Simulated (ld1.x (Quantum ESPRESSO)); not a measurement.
**oxygen (O): excitation energies, all-electron against TM**

```json
{
 "Element": "oxygen (O)",
 "Generator": "ld1.x (Quantum ESPRESSO) 7.5",
 "Type": "norm-conserving Troullier–Martins (Kleinman–Bylander form)",
 "Functional": "BLYP",
 "Relativity": "scalar-relativistic",
 "Frozen core": "[He]",
 "Valence charge": "6",
 "Reference configuration": "2s2 2p4",
 "Partial waves": "2s (bound): rc 0.70 bohr; 2p (bound): rc 1.20 bohr",
 "Local potential": "the p channel",
 "Core correction": "Bessel-smoothed model core inside 0.55 bohr"
}
```

Energies are relative to the spin-unpolarised reference configuration 2s2 2p4; without spin polarisation the order of configurations can differ from experiment. The frozen-core shift is the all-electron ΔE with the core orbitals held at their reference shape minus the fully relaxed ΔE.

(1) Give the all-electron excitation energy and the error of the potential for: 2s2 2p3; 2s2 2p2; 2s2 2p1; 2s0 2p6; 2s1 2p5; 2s2 2p0; 2s1 2p4.

## Answers

(1)

```csv
valence configuration,charge,ΔE all-electron (eV),error AE − PS (meV),frozen-core shift (meV)
2s2 2p3,+1,16.428,-1.7,+0.1
2s2 2p2,+2,50.037,+32,+1.2
2s2 2p1,+3,103.974,+244,+6.5
2s0 2p6,0,29.712,+53,+1.8
2s1 2p5,0,14.832,+13,+0.5
2s2 2p0,+4,181.006,+942,+24
2s1 2p4,+1,31.522,-11,+0.6
```
